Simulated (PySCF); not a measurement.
# Computed NMR parameters against published values

Atoms are numbered as in `[CH3:1][O:2][Si:3]([CH3:4])([O:5][CH3:6])[O:7][CH3:8]` (H(Xn): hydrogen on atom n).

- geometry: PBE0-D3(BJ)/def2-SVP
- NMR shieldings at PBE0/pcSseg-1/GIAO
- run in PySCF 2.14
- equivalent nuclei averaged, one computed conformer, non-relativistic Hamiltonian, no solvent

Reference values: measured (solution, methanol; T. M. Alam, M. Henry, Phys. Chem. Chem. Phys. (a906445a), supplement).
```json
{"atoms": "Si3", "quantity": "δ $^{29}$Si vs TMS (internal)", "reference": "-39.5", "computed": "-39.3", "computed, scaled": "-46.2"}
```

Reference values: measured (solution, methanol/water; C. Corminboeuf, T. Heine, J. Weber, Chem. Phys. Lett. 357 (2002) 1).
```tsv
atoms	quantity	reference	computed	computed, scaled
Si3	δ $^{29}$Si vs TMS	-38.2	-39.3	-46.2
```

Computed shifts are σ(ref) − σ with the named reference compound (TMS for H and C) calculated as an isolated molecule at the same level. The measured values may be among those fitted. Shieldings were converted by a linear fit to measured shifts: $^{29}$Si: δ = 280.74 − 0.836σ (rms 8.9 ppm, 83 shifts, 23.9 ppm with the 6 outliers that the fit left out vs TMS, solution or neat liquid). A few per cent of atoms miss by over 2 rms, more outside the fitted compound classes.

**Question.** How far are the unscaled $^{29}$Si shifts from the references?

**Answer.** Mean signed difference -0.45 ppm, mean absolute 0.65 ppm over 2 comparisons; the largest is -1.1 ppm at Si3 (silicon bonded to C, 3 O).

2 of the 4 published NMR values on file for this molecule are compared. The rest: values from further sources.
